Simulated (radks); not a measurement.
The numbers below are computed, except where a source is named.
Nd3.25+, 56.75 electrons, occupied as [Xe] 4f0.75 5d2 (fractional occupations, a model configuration). Code: a radial shooting solver on a logarithmic mesh with Libxc functionals. Model: scalar-relativistic Kohn-Sham, r2SCAN, spin-unpolarised, spherical densities, finite nucleus; meta-GGA in the generalised Kohn-Sham scheme; Fermi nuclear charge, rms radius 4.9123 fm.

Normalised radial functions P(r) = r R(r), r in bohr:

r	4s
0.0009651	0.0876
0.001115	0.0987
0.001277	0.1104
0.001475	0.1240
0.001703	0.1391
0.001967	0.1555
0.002272	0.1734
0.002602	0.1917
0.003006	0.2122
0.003471	0.2339
0.004009	0.2565
0.00463	0.2794
0.005347	0.3020
0.006126	0.3224
0.007074	0.3418
0.00817	0.3575
0.009435	0.3678
0.0109	0.3706
0.01248	0.3640
0.01442	0.3448
0.01665	0.3104
0.01923	0.2583
0.02221	0.1865
0.02544	0.1001
0.02938	-0.0100
0.03394	-0.1354
0.03919	-0.2687
0.04526	-0.3983
0.05186	-0.5032
0.05989	-0.5777
0.06916	-0.5945
0.07988	-0.5357
0.09225	-0.3907
0.1065	-0.1621
0.1221	0.1117
0.141	0.4230
0.1628	0.6971
0.188	0.8652
0.2171	0.8659
0.2488	0.6822
0.2873	0.3021
0.3318	-0.2098
0.3832	-0.7533
0.4425	-1.2098
0.507	-1.4724
0.5855	-1.5268
0.6762	-1.3707
0.7809	-1.0794
0.9019	-0.7468
1.033	-0.4669
1.193	-0.2487
1.378	-0.1151
1.592	-0.0454
1.838	-0.0150
2.123	-0.0041
2.432	-0.0010
2.809	-0.0002
3.244	0.0000
3.746	0.0000
4.326	0.0000
4.957	0.0000
5.724	0.0000
6.611	0.0000

4s: eigenvalue -364.08 eV, 3 radial nodes at r = 0.0290, 0.116, 0.314 bohr, <r> = 0.603 bohr, 90 % of the charge inside 0.863 bohr.
